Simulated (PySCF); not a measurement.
H3NTe, SMILES N[TeH].

Coordinates come from a B3LYP-D3(BJ)/def2-TZVP optimisation. The def2 effective core potentials stand for the cores of Te; spin–orbit coupling is left out.

These are PySCF with CAM-B3LYP/def2-TZVPD values and carry that method's errors.

The molecule is in vacuum.

Computed frontier levels, gap, dipole moment and polarisability:
| Item | Value |
|---|---|
| highest occupied level | -7.61 eV |
| lowest empty level | -0.40 eV |
| orbital gap | 7.21 eV |
| dipole moment | 1.27 D |
| quadrupole, principal values (traceless, Buckingham form, about the centre of nuclear charge) | -3.34, -2.34, 5.68 D·Å |
| mean static polarisability | 52.2 bohr³ (7.73 Å³) |
| polarisability, principal values | 48.9, 49.5, 58.1 bohr³ |
